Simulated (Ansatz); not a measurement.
## Group exchange: C3H9BS + SiH2(CH3)(OH) → B(CH3)2(SH) + C2H8OSi

Species: C3H9BS `CSB(C)C`, singlet; SiH2(CH3)(OH), singlet; B(CH3)2(SH), singlet; C2H8OSi `CC[SiH2]O`, singlet. The partners trade CH3 for H: S–CH3 and C–H bonds give way to S–H and C–CH3.

Shapes, held fixed at every level: PBE0-D4/def2-TZVP. Flexible molecules stand in one conformer, not always the lowest. Programs: Ansatz 0.2.0. The zero-point and thermal change to 298 K, harmonic and unscaled (PBE0-D4/def2-TZVP), is -2.0 kJ/mol.

Problem. Estimate ΔH(298 K) of this reaction.

Solution. The highest level, CCSD(T)/CBS estimate, gives ΔH(298 K) = +0.9 kJ/mol; the levels span -14.5 to +3.3. That is about zero within the method's error. They disagree on the sign: 5 of 8 are positive. The column of differences is taken from that level and isn't an error. No measured value is set beside it here. The CBS estimate extrapolates MP2 from def2-TZVPP and def2-QZVPP and adds CCSD(T) − MP2 in the triple-zeta set, cores frozen. Times are processor times on shared x86 and Arm servers, and rough.

| level | kind | ΔH(298 K) (kJ/mol) | less CCSD(T)/CBS estimate | CPU time (sum over the molecules) |
| --- | --- | --- | --- | --- |
| SPW92/def2-TZVPP | LDA | +0.3 | -0.6 | 20 s |
| r2SCAN-D4/def2-TZVPP | meta-GGA | +3.3 | +2.4 | 71 s |
| B3LYP-D4/def2-TZVPP | global hybrid | +1.7 | +0.8 | 70 s |
| wB97M-V/def2-TZVPP | range-separated hybrid | +0.5 | -0.4 | 2.4 min |
| MP2/def2-SVP | perturbation theory | -12.4 | -13.3 | – |
| CCSD(T)/def2-SVP | coupled cluster or CI | -14.5 | -15.4 | 62 s |
| CCSD/def2-TZVPP | coupled cluster or CI | -3.3 | -4.2 | – |
| CCSD(T)/CBS estimate | coupled cluster or CI | +0.9 | 0.0 | 39 min |
